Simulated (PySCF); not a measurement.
# The third ionisation energy along group 4

Calculated with PySCF 2.14 from differences of total energies of unrestricted determinants, without spin-orbit coupling. Values in eV. The last column holds reference values (NIST; (s) semi-empirical, (t) theoretical, else measured). Unmarked ones compare directly (S terms, centres of terms, or small fine structure); those marked * lie between the lowest fine-structure levels and include a spin-orbit shift.

```tsv
element	configurations	CCSDT (valence)	FCI (valence)	PBE	PBE0	SCS-MP2 (valence and next inner shell)	CCSD(T) (valence and next inner shell)	reference
Ti (def2-QZVPPD, non-relativistic)	[Ar] 3d2 → [Ar] 3d1	26.959	26.959	28.145	28.024	27.290	27.372	27.492 *
Zr (def2-QZVPPD with the def2 core potential (28 electrons), ECP)	[Kr] 4d2 → [Kr] 4d1	22.546	22.546	23.355	23.313	22.801	22.924	23.170 (s) *
Hf (def2-QZVPPD with the def2 core potential (60 electrons), ECP)	[Xe] 4f14 5d2 → [Xe] 4f14 5d1	21.588	21.588	22.484	22.412	21.839	21.964	22.55 ± 0.04 (t) *
```

"Valence" correlates the outer s and p shells and, in groups 3 to 12 and the f block, the outer d or f shell, open or full, or the next shell where the ion has no valence electron left; the wider scheme adds the next inner shell.
